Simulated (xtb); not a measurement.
Job for xtb: GFN2-xTB on ClHOSn (SMILES [OH][Sn][Cl]), a point of a torsion scan.

```
$ xtb mol.xyz --gfn 2 --opt vtight --chrg 0 --uhf 0 --input xcontrol
4

O     -1.24436040     0.15256159     0.33335283
Sn     0.46508181     0.99918009    -0.16314727
Cl     1.44770408    -0.13404957    -1.97122096
H     -1.45554295    -0.62302259    -0.23603818
$constrain
  force constant=1.0
  dihedral: 4,1,2,3,0.0
$end
```

It printed:

```
[...]
           -------------------------------------------------
          |                Calculation Setup                |
           -------------------------------------------------



           -------------------------------------------------
          |                 G F N 2 - x T B                 |
           -------------------------------------------------

        Reference                      10.1021/acs.jctc.8b01176
      * Hamiltonian:
        H0-scaling (s, p, d)           1.850000    2.230000    2.230000
        zeta-weighting                 0.500000
      * Dispersion:
        s8                             2.700000
        a1                             0.520000
        a2                             5.000000
        s9                             5.000000
      * Repulsion:
        kExp                           1.500000    1.000000
        rExp                           1.000000
      * Coulomb:
        alpha                          2.000000
        third order                    shell-resolved
        anisotropic                    true
        a3                             3.000000
        a5                             4.000000
        cn-shift                       1.200000
        cn-exp                         4.000000
        max-rad                        5.000000


          ...................................................
          :                      SETUP                      :
          :.................................................:
          :  # basis functions                  25          :
          :  # atomic orbitals                  23          :
          :  # shells                            9          :
          :  # electrons                        18          :
          :  max. iterations                   250          :
          :  Hamiltonian                  GFN2-xTB          :
          :  restarted?                      false          :
          :  GBSA solvation                  false          :
          :  PC potential                    false          :
          :  electronic temp.          300.0000000     K    :
          :  accuracy                    1.0000000          :
          :  -> integral cutoff          0.2500000E+02      :
          :  -> integral neglect         0.1000000E-07      :
          :  -> SCF convergence          0.1000000E-05 Eh   :
          :  -> wf. convergence          0.1000000E-03 e    :
          :  Broyden damping             0.4000000          :
          :  net charge                          0          :
          :  unpaired electrons                  0          :
          ...................................................

 iter      E             dE          RMSdq      gap      omega  full diag
   1    -10.5969977 -0.105970E+02  0.330E+01    1.85       0.0  T
   2    -10.9442592 -0.347262E+00  0.176E+01    7.56       1.0  T
   3    -11.3323871 -0.388128E+00  0.668E+00    4.70       1.0  T
   4    -10.8613463  0.471041E+00  0.215E+01    2.41       1.0  T
   5    -11.2872602 -0.425914E+00  0.661E+00    5.54       1.0  T
   6    -11.3419090 -0.546488E-01  0.109E+00    4.79       1.0  T
   7    -11.3462584 -0.434938E-02  0.118E+00    4.68       1.0  T
   8    -11.3482487 -0.199027E-02  0.369E-01    4.56       1.0  T
   9    -11.3483855 -0.136799E-03  0.345E-01    4.54       1.0  T
  10    -11.3487051 -0.319567E-03  0.693E-02    4.48       1.0  T
  11    -11.3486924  0.126997E-04  0.618E-02    4.45       1.0  T
  12    -11.3486854  0.697146E-05  0.885E-02    4.45       1.0  T
  13    -11.3487076 -0.221699E-04  0.405E-02    4.46       1.2  T
  14    -11.3487126 -0.502538E-05  0.689E-03    4.47       7.3  T
  15    -11.3487126 -0.305342E-07  0.523E-03    4.47       9.6  T
  16    -11.3487127 -0.646765E-07  0.251E-03    4.47      19.9  T
  17    -11.3487127 -0.765931E-08  0.133E-03    4.47      37.6  T
  18    -11.3487127 -0.586930E-08  0.120E-04    4.47     417.8  T
  19    -11.3487127 -0.720810E-10  0.196E-05    4.47    2547.5  T

   *** convergence criteria satisfied after 19 iterations ***

         #    Occupation            Energy/Eh            Energy/eV
      -------------------------------------------------------------
         1        2.0000           -1.0363410             -28.2003
       ...           ...                  ...                  ...
         3        2.0000           -0.6558163             -17.8457
         4        2.0000           -0.5390661             -14.6687
         5        2.0000           -0.4582515             -12.4697
         6        2.0000           -0.4561913             -12.4136
         7        2.0000           -0.4272022             -11.6248
         8        2.0000           -0.4258701             -11.5885
         9        2.0000           -0.4126693             -11.2293 (HOMO)
        10                         -0.2483383              -6.7576 (LUMO)
        11                         -0.1854006              -5.0450
        12                    
[...]
1.0302153             -28.0336
       ...           ...                  ...                  ...
         3        2.0000           -0.6471091             -17.6087
         4        2.0000           -0.5253344             -14.2951
         5        2.0000           -0.4443320             -12.0909
         6        2.0000           -0.4419965             -12.0273
         7        2.0000           -0.4220512             -11.4846
         8        2.0000           -0.4209828             -11.4555
         9        2.0000           -0.4123668             -11.2211 (HOMO)
        10                         -0.2499220              -6.8007 (LUMO)
        11                         -0.1821383              -4.9562
        12                         -0.1711875              -4.6582
        13                         -0.1233505              -3.3565
        14                         -0.1104841              -3.0064
       ...                                ...                  ...
        23                          0.4729086              12.8685
      -------------------------------------------------------------
                  HL-Gap            0.1624448 Eh            4.4203 eV
             Fermi-level           -0.3311444 Eh           -9.0109 eV

 SCC (total)                   0 d,  0 h,  0 min,  0.004 sec
 SCC setup                      ...        0 min,  0.000 sec (  2.082%)
 Dispersion                     ...        0 min,  0.000 sec (  0.424%)
 classical contributions        ...        0 min,  0.000 sec (  0.208%)
 integral evaluation            ...        0 min,  0.001 sec ( 26.792%)
 iterations                     ...        0 min,  0.001 sec ( 21.704%)
 molecular gradient             ...        0 min,  0.002 sec ( 46.185%)
 printout                       ...        0 min,  0.000 sec (  2.289%)

         :::::::::::::::::::::::::::::::::::::::::::::::::::::
         ::                     SUMMARY                     ::
         :::::::::::::::::::::::::::::::::::::::::::::::::::::
         :: total energy             -11.340983825692 Eh    ::
         :: gradient norm              0.000004339743 Eh/a0 ::
         :: HOMO-LUMO gap              4.420348663627 eV    ::
         ::.................................................::
         :: SCC energy               -11.360377150551 Eh    ::
         :: -> isotropic ES            0.017777227642 Eh    ::
         :: -> anisotropic ES          0.004808065441 Eh    ::
         :: -> anisotropic XC         -0.002091869664 Eh    ::
         :: -> dispersion             -0.002242640447 Eh    ::
         :: repulsion energy           0.019393324859 Eh    ::
         :: add. restraining           0.000000000000 Eh    ::
         :: total charge               0.000000000000 e     ::
         :::::::::::::::::::::::::::::::::::::::::::::::::::::

           -------------------------------------------------
          |                Property Printout                |
           -------------------------------------------------

    * Orbital Energies and Occupations

         #    Occupation            Energy/Eh            Energy/eV
      -------------------------------------------------------------
         1        2.0000           -1.0302153             -28.0336
         2        2.0000           -0.8481828             -23.0802
         3        2.0000           -0.6471091             -17.6087
         4        2.0000           -0.5253344             -14.2951
         5        2.0000           -0.4443320             -12.0909
         6        2.0000           -0.4419965             -12.0273
         7        2.0000           -0.4220512             -11.4846
         8        2.0000           -0.4209828             -11.4555
         9        2.0000           -0.4123668             -11.2211 (HOMO)
        10                         -0.2499220              -6.8007 (LUMO)
        11                         -0.1821383              -4.9562
        12                         -0.1711875              -4.6582
        13                         -0.1233505              -3.3565
        14                         -0.1104841              -3.0064
        15                         -0.0639982              -1.7415
        16                         -0.0159775              -0.4348
        17                          0.0472224               1.2850
        18                          0.0473308               1.2879
        19                          0.0509252               1.3857
        20                          0.0515311               1.4022
       ...                                ...                  ...
        23                          0.4729086              12.8685
      -------------------------------------------------------------
                  HL-Gap            0.1624448 Eh            4.4203 eV
             Fermi-level           -0.3311444 Eh           -9.0109 eV

     #   Z          covCN         q      C6AA      α(0)
     1   8 O        1.571    -0.558    24.243     6.644
     2  50 Sn       1.568     0.514   439.838    45.164
     3  17 Cl       0.803    -0.259   107.281    15.845
     4   1 H        0.806     0.304     0.710     1.323

 Mol. C6AA /au·bohr⁶  :       1338.829287
 Mol. C8AA /au·bohr⁸  :     104642.914986
 Mol. α(0) /au        :         68.975537


Wiberg/Mayer (AO) data.
largest (>0.10) Wiberg bond orders for each atom

 ---------------------------------------------------------------------------
     #   Z sym  total        # sym  WBO       # sym  WBO       # sym  WBO
 ---------------------------------------------------------------------------
Note: The following floating-point exceptions are signalling: IEEE_UNDERFLOW_FLAG IEEE_DENORMAL
normal termination of xtb
     1   8 O    2.124 --     2 Sn   1.218     4 H    0.873
     2  50 Sn   2.499 --     3 Cl   1.249     1 O    1.218
     3  17 Cl   1.286 --     2 Sn   1.249
     4   1 H    0.908 --     1 O    0.873
 ---------------------------------------------------------------------------

Topologies differ in total number of bonds
Writing topology from bond orders to xtbtopo.mol

molecular dipole:
                 x           y           z       tot (Debye)
 q only:        0.172       0.671       0.501
   full:        0.259       1.271       0.999       4.162
molecular quadrupole (traceless):
                xx          xy          yy          xz          yz          zz
 q only:       -0.916       3.982       5.158       4.874      -0.588      -4.242
  q+dip:       -2.083       6.243       8.715       6.918       0.736      -6.632
   full:       -2.504       5.570       9.424       9.313      -1.457      -6.920

           -------------------------------------------------
          |                Geometry Summary                 |
           -------------------------------------------------

      molecular mass/u    :      171.1703958
   center of mass at/Å    :        0.5508126       0.7480628      -0.4640065
  moments of inertia/u·Å² :        0.5795815E+02   0.1722347E+03   0.2301929E+03
rotational constants/cm⁻¹ :        0.2908587E+00   0.9787591E-01   0.7323264E-01

 * 1 selected distances

     #   Z          #   Z                                           value/Å
     1   8 O        4   1 H                                       0.9548748 (max)

 * 1 distinct bonds (by element types)

   Z      Z             #   av. dist./Å        max./Å        min./Å
   1 H    8 O           1     0.9548748     0.9548748     0.9548748


optimized geometry written to: xtbopt.xyz


           -------------------------------------------------
          | TOTAL ENERGY              -11.340983825692 Eh   |
          | GRADIENT NORM               0.000004339743 Eh/α |
          | HOMO-LUMO GAP               4.420348663627 eV   |
           -------------------------------------------------

------------------------------------------------------------------------
------------------------------------------------------------------------
 total:
 SCF:
 ANC optimizer:
```

The run finished.

Warnings raised: the energy holds the restraint's term.

Cost: around 0.10 core-seconds (rough).
